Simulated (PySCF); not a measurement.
# How methods differ on the ionisation energy of Lu³⁰⁺

Lu³⁰⁺ [Kr] 4d5 [4d3/2^4 4d5/2^1, M_J = 5/2] → Lu³¹⁺ [Kr] 4d4 [4d3/2^4, M_J = 0], as a difference of total energies. All numbers are calculated (PySCF 2.14, the two-component X2C-1e Hamiltonian, in an uncontracted even-tempered set (17 s from 2.8 bohr⁻², ratio 2.8; 14 p from 3.6 bohr⁻², ratio 2.8; 9 d from 3.6 bohr⁻², ratio 2.8; 3 f from 15 bohr⁻², ratio 3)). Correlated levels: [Ar] 3d10 frozen; the 92 highest virtual spinors dropped. "Screened" scales the spin-orbit matrix elements by Boettger's factors to mimic the two-electron term; Breit and QED terms are absent.

```csv
method,ionisation energy (eV)
GHF (spin-free),1190.4
GMP2 (spin-free),1190.4
GHF (screened spin-orbit),1177.4
GMP2 (screened spin-orbit),1177.2
```

Breit and QED terms and the two-electron picture change are absent.

The spin-free rows relax to the high-spin LS determinant and lack the spin-orbit shift.

The labels give the starting determinants; with spin-orbit coupling the two ends relaxed to ⟨J²⟩ = 8.76, ⟨L²⟩ = 3.91, ⟨S²⟩ = 4.07 and ⟨J²⟩ = 0.00, ⟨L²⟩ = 2.47, ⟨S²⟩ = 2.47.

For comparison: 1178 ± 4 eV (theoretical estimate listed by NIST; NIST Atomic Spectra Database, ionization energies).
